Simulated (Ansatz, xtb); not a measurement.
BBrOSi: 3 structures ranked

3 gas-phase structures of BBrOSi, found in a search over its isomers (lower ones may exist). Each was relaxed with GFN2-xTB:

A. `O=B[Si]Br`, a singlet
B. `O=B[Si]Br`, a triplet
C. `BrB1O[Si]1`, a singlet

Task: Estimate their order in r2SCAN-D4/def2-SVP energy at these geometries, lowest first.

Result: Calculated order at r2SCAN-D4/def2-SVP: A (0.000), C (0.174), B (0.736) eV.

Energies above the lowest of each column, in eV; the last columns are at PBE0-D3(BJ)/def2-SVP geometries (a dash: not run or not comparable):

```
structure  GFN2-xTB  HF/STO-3G  r2SCAN-D4/def2-SVP  PBE0-D3(BJ)/def2-SVP  CCSD(T)/def2-TZVPP
        A     0.000      0.000               0.000                 0.000               0.000
        C     0.974      0.597               0.174                 0.284               0.279
        B         –      0.760               0.736                 0.946               1.176
```

Every level run on A puts it lowest or level with the lowest. Flexible structures stand in one conformer each, not always the lowest. GFN2-xTB has no spin polarisation and isn't compared across spin states. Open shells are spin-unrestricted.

Programs: Ansatz 0.2.0, xtb 6.7.1.
